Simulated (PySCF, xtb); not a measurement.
Si(AsH2)2(F)(H) (As2FH5Si), SMILES F[SiH]([AsH2])[AsH2].

GFN2-xTB (xtb) at its own geometry gives an orbital gap of 4.13 eV and a dipole moment of 1.78 D.

Coordinates come from a PBE-D3(BJ)/def2-SVP optimisation.

Problem. What does ωB97X/def2-TZVP in PySCF give? (An estimate is asked for; the answer gives what the named calculation found.)

Solution. gap 10.92 eV (levels -9.55 and 1.36 eV), dipole 1.64 D.
